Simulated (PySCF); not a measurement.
CH2O2, charge +1, doublet, at a GFN2-xTB geometry (a state made from the parent by changing its charge; the spin is typed, not shown lowest), atoms displaced at random by about 0.02 Å a coordinate; PBE0/STO-3G run with PySCF.

PySCF was given this input:
```python
from pyscf import gto, scf, dft
from pyscf.geomopt import geometric_solver

mol = gto.Mole()
mol.atom = '''
    O     0.820383   -0.744081   -0.067921
    C    -0.235121   -0.143152    0.025255
    O    -0.718836    0.946058    0.059366
    H     1.730049   -0.263914   -0.040052
    H    -1.113668   -0.957358   -0.000264
'''
mol.basis = 'sto-3g'
mol.charge = 1
mol.spin = 1
mol.verbose = 3
mol.build()

def method(m):
    mf = dft.UKS(m)
    mf.xc = 'pbe0'
    return mf

conv, mol_eq = geometric_solver.kernel(method(mol), maxsteps=100)
print('optimisation converged:', conv)
print(mol_eq.tostring(format='xyz'))
mf = method(mol_eq)
mf.kernel()
```

Output, abridged:

```
Custom engine selected.
Bonds will be generated from interatomic distances less than 1.20 times sum of covalent radii
15 internal coordinates being used (instead of 15 Cartesians)
Internal coordinate system (atoms numbered from 1):
Distance 1-2
Distance 1-4
Distance 2-3
Distance 2-5
Angle 2-1-4
Angle 1-2-3
Angle 3-2-5
Out-of-Plane 2-1-5-3
Dihedral 4-1-2-3
Dihedral 4-1-2-5
Translation-X 1-5
Translation-Y 1-5
Translation-Z 1-5
Rotation-A 1-5
Rotation-B 1-5
Rotation-C 1-5
<class 'geometric.internal.Distance'> : 4
<class 'geometric.internal.Angle'> : 3
<class 'geometric.internal.OutOfPlane'> : 1
<class 'geometric.internal.Dihedral'> : 2
<class 'geometric.internal.TranslationX'> : 1
<class 'geometric.internal.TranslationY'> : 1
<class 'geometric.internal.TranslationZ'> : 1
<class 'geometric.internal.RotationA'> : 1
<class 'geometric.internal.RotationB'> : 1
<class 'geometric.internal.RotationC'> : 1
> ===== Optimization Info: ====
> Job type: Energy minimization
> Maximum number of optimization cycles: 100
> Initial / maximum trust radius (Angstrom): 0.100 / 0.300
> Convergence Criteria:
> Will converge when all 5 criteria are reached:
>  |Delta-E| < 1.00e-06
>  RMS-Grad  < 3.00e-04
>  Max-Grad  < 4.50e-04
>  RMS-Disp  < 1.20e-03
>  Max-Disp  < 1.80e-03
> === End Optimization Info ===

Geometry optimization cycle 1
Cartesian coordinates (Angstrom)
 Atom        New coordinates             dX        dY        dZ
   O   0.820383  -0.744081  -0.067921    0.000000  0.000000  0.000000
   C  -0.235121  -0.143152   0.025255    0.000000  0.000000  0.000000
   O  -0.718836   0.946058   0.059366    0.000000  0.000000  0.000000
   H   1.730049  -0.263914  -0.040052    0.000000  0.000000  0.000000
   H  -1.113668  -0.957358  -0.000264    0.000000  0.000000  0.000000

WARN: Mole.unit (angstrom) is changed to Bohr

converged SCF energy = -186.6305831276  <S^2> = 0.75707363  2S+1 = 2.0070612
--------------- UKS_Scanner gradients ---------------
         x                y                z
0 O    -0.1631232206     0.0829927233     0.0091356722
1 C     0.0786224776     0.1581162007     0.0029037271
2 O     0.0813049428    -0.2158745919    -0.0098762872
3 H     0.0088804031    -0.0084690837     0.0004188629
4 H    -0.0056903357    -0.0167994808    -0.0026269120
----------------------------------------------
cycle 1: E = -186.630583128  dE = -186.631  norm(grad) = 0.344316
Step    0 : Gradient = 1.540e-01/2.309e-01 (rms/max) Energy = -186.6305831276
[...]
[...]
converged SCF energy = -186.678728640194  <S^2> = 0.75805344  2S+1 = 2.0080373
Step    1 : Displace = 1.078e-01/1.335e-01 (rms/max) Trust = 1.000e-01 (=) Grad = 4.021e-02/6.013e-02 (rms/max) E (change) = -186.6787286402 (-4.815e-02) Quality = 1.008
converged SCF energy = -186.684563902736  <S^2> = 0.75957061  2S+1 = 2.0095478
Step    2 : Displace = 1.204e-01/1.639e-01 (rms/max) Trust = 1.414e-01 (+) Grad = 1.787e-02/2.590e-02 (rms/max) E (change) = -186.6845639027 (-5.835e-03) Quality = 0.477
converged SCF energy = -186.688631341408  <S^2> = 0.75963172  2S+1 = 2.0096086
Step    3 : Displace = 6.627e-02/9.355e-02 (rms/max) Trust = 1.414e-01 (=) Grad = 5.109e-03/7.993e-03 (rms/max) E (change) = -186.6886313414 (-4.067e-03) Quality = 0.900
converged SCF energy = -186.688575438955  <S^2> = 0.75954866  2S+1 = 2.009526
Step    4 : Displace = 2.310e-02/4.254e-02 (rms/max) Trust = 2.000e-01 (+) Grad = 4.458e-03/7.573e-03 (rms/max) E (change) = -186.6885754390 (+5.590e-05) Quality = -0.148
converged SCF energy = -186.688839203259  <S^2> = 0.75948095  2S+1 = 2.0094586
Step    5 : Displace = 1.176e-02/1.925e-02 (rms/max) Trust = 1.155e-02 (-) Grad = 1.259e-03/1.703e-03 (rms/max) E (change) = -186.6888392033 (-2.638e-04) Quality = 1.042
[...]
   H  -1.195644  -0.982562  -0.000812    0.002370 -0.000933  0.001460
converged SCF energy = -186.688854524209  <S^2> = 0.75946077  2S+1 = 2.0094385
--------------- UKS_Scanner gradients ---------------
         x                y                z
0 O     0.0001121149    -0.0002117923     0.0000581034
1 C    -0.0001319800    -0.0006808940    -0.0001344822
2 O    -0.0002325483     0.0005547517     0.0000700697
3 H     0.0000184004     0.0000531643     0.0000064310
4 H     0.0002398695     0.0002784630     0.0000434661
----------------------------------------------
cycle 7: E = -186.688854524  dE = -1.53209e-05  norm(grad) = 0.00103288
Step    6 : Displace = 3.378e-03/5.113e-03 (rms/max) Trust = 1.633e-02 (+) Grad = 4.619e-04/7.065e-04 (rms/max) E (change) = -186.6888545242 (-1.532e-05) Quality = 0.970
[...]
Geometry optimization cycle 8
Cartesian coordinates (Angstrom)
 Atom        New coordinates             dX        dY        dZ
   O   0.905262  -0.833242  -0.057225   -0.000271  0.000456 -0.001094
   C  -0.305946  -0.286296   0.002486   -0.000148  0.000290 -0.000359
   O  -0.552539   1.039584   0.067812    0.000579  0.000053 -0.000261
   H   1.630702  -0.097203  -0.045904   -0.000131  0.000164 -0.000530
   H  -1.196005  -0.983188  -0.000907   -0.000361 -0.000626 -0.000094
converged SCF energy = -186.688855146157  <S^2> = 0.7594445  2S+1 = 2.0094223
--------------- UKS_Scanner gradients ---------------
         x                y                z
0 O    -0.0000409694    -0.0000005974     0.0000288379
1 C     0.0002834780    -0.0001189245    -0.0001010868
2 O    -0.0000868442     0.0002408829     0.0000348329
3 H    -0.0000196500    -0.0000231263     0.0000332839
4 H    -0.0001299053    -0.0001049245     0.0000477118
----------------------------------------------
cycle 8: E = -186.688855146  dE = -6.21949e-07  norm(grad) = 0.000454094
Step    7 : Displace = 5.400e-04/7.549e-04 (rms/max) Trust = 2.310e-02 (+) Grad = 2.031e-04/3.236e-04 (rms/max) E (change) = -186.6888551462 (-6.219e-07) Quality = 0.933
[...]
Converged! =D

optimisation converged: True
5
XYZ from PySCF
O           0.90526204       -0.83324228       -0.05722534
C          -0.30594582       -0.28629574        0.00248630
O          -0.55253893        1.03958352        0.06781182
H           1.63070207       -0.09720323       -0.04590353
H          -1.19600475       -0.98318835       -0.00090673

converged SCF energy = -186.688855146624  <S^2> = 0.75944382  2S+1 = 2.0094216
```
